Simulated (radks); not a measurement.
Values are calculated unless marked as measured or tabulated.
Charge is removed step by step from the 5s level of neutral niobium, starting from [Kr] 4d4 5s1. Level of theory: scalar-relativistic Kohn-Sham, PBE, spin-unpolarised, spherical densities, finite nucleus; Fermi nuclear charge, rms radius 4.324 fm (a radial shooting solver on a logarithmic mesh with Libxc functionals).

removed (e)  E - E(0) (eV)  eigenvalue (eV)  E minus straight line (eV)
0                    0.000           -3.982                       0.000
0.25                 1.155           -5.270                      -0.504
0.5                  2.638           -6.608                      -0.680
0.75                 4.462           -7.992                      -0.516
1                    6.637           -9.421                       0.000

Removing the whole electron costs 6.637 eV by Delta-SCF, against 3.982 eV from minus the eigenvalue at the starting occupation. Slater's transition state (half an electron removed) gives 6.608 eV. Integrating minus the eigenvalue over the occupation (Janak's theorem) gives 6.639 eV. In this scalar-relativistic scheme the density is built from large components alone, so the theorem holds only approximately. The mean slope of the eigenvalue, de/dn, is 5.44 eV per electron. Ionisation energy of Nb in the NIST Atomic Spectra Database: 6.759 eV (measured).

Beside tabulated values, note that spin-unpolarised runs miss the spin-polarisation part of the exchange energy of open shells.
